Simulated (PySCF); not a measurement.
## Excited states of Si(4+) (silicon, charge +4)

Ground state [Ne], ¹S. Calculation: PySCF 2.14, in aug-cc-pV(D+d)Z with two added diffuse shells each of s, p, d type (7s6p5d, 50 functions); no relativity, point nucleus. Vertical excitation energies in eV without spin-orbit coupling; excited terms of each kind are numbered among those the solver found. Frozen: 1s2.

```csv
term,leading excitation,EOM-EE-CCSD
1 3P°,2p → s,105.89
1 1P°,2p → s,106.56
1 3S,2p → p,114.60
1 3D,2p → p,115.76
1 1D,2p → p,116.17
1 1P,2p → p,116.41
1 3P,2p → p,116.42
1 1S,2p → p,120.31
2 3P°,2p → d,129.39
1 3F°,2p → d,129.79
1 1F°,2p → d,130.04
1 1D°,2p → d,130.32
2 3S,2p → p,141.32
2 1D,2p → p,141.70
```

The solver can miss terms.
